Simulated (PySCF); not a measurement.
Several species in one continuum solvent.

Level: wB97X-D/pcSseg-2 in PySCF, non-relativistic, each on one gas-phase PBE0-D3(BJ)/def2-TZVP geometry that isn't relaxed in the solvent. The solvent is an IEF-PCM continuum (van der Waals radii × 1.2). Only the electrostatic response of the medium enters.

Problem. Order them by E(solvent) − E(gas) in chloroform (ε = 4.711), most negative first (kJ/mol).
A. `[CH3:1][S:2][c:3]1[cH:4][cH:5][o:6][cH:7]1` with C1–S2–C3–C4 -179°
B. `[SH:1][CH2:2][c:3]1[cH:4][cH:5][cH:6][o:7]1` with H–S1–C2–C3 -62°, S1–C2–C3–C4 -106°
C. `[CH3:1][C:2](=[O:3])[CH2:4][C:5]([F:6])([F:7])[F:8]` with C1–C2–C4–C5 -50° (4,4,4-trifluorobutan-2-one)
D. `[CH3:1][O:2][c:3]1[cH:4][cH:5][cH:6][s:7]1` with C1–O2–C3–C4 -179°

Solution. C (-19.1), B (-15.2), A (-14.2), D (-12.0).

```json
{"SMILES": "CC(=O)CC(F)(F)F", "charge": "0", "ΔE (kJ/mol)": "-19.1", "polarisation term (kJ/mol)": "-21.4", "HOMO shift (eV)": "+0.05", "dipole gas (D)": "2.04", "dipole solvent (D)": "2.50", "atoms": "13"}
{"SMILES": "SCc1ccco1", "charge": "0", "ΔE (kJ/mol)": "-15.2", "polarisation term (kJ/mol)": "-16.6", "HOMO shift (eV)": "+0.03", "dipole gas (D)": "1.57", "dipole solvent (D)": "1.92", "atoms": "13"}
{"SMILES": "CSc1ccoc1", "charge": "0", "ΔE (kJ/mol)": "-14.2", "polarisation term (kJ/mol)": "-15.7", "HOMO shift (eV)": "-0.03", "dipole gas (D)": "0.91", "dipole solvent (D)": "1.22", "atoms": "13"}
{"SMILES": "COc1cccs1", "charge": "0", "ΔE (kJ/mol)": "-12.0", "polarisation term (kJ/mol)": "-13.1", "HOMO shift (eV)": "-0.05", "dipole gas (D)": "1.05", "dipole solvent (D)": "1.27", "atoms": "13"}
```

The polarisation term is half the interaction of the solute with the induced surface charges.

Note: wB97X-D ran without an empirical dispersion term, which enters the total energy and its gradient alone.
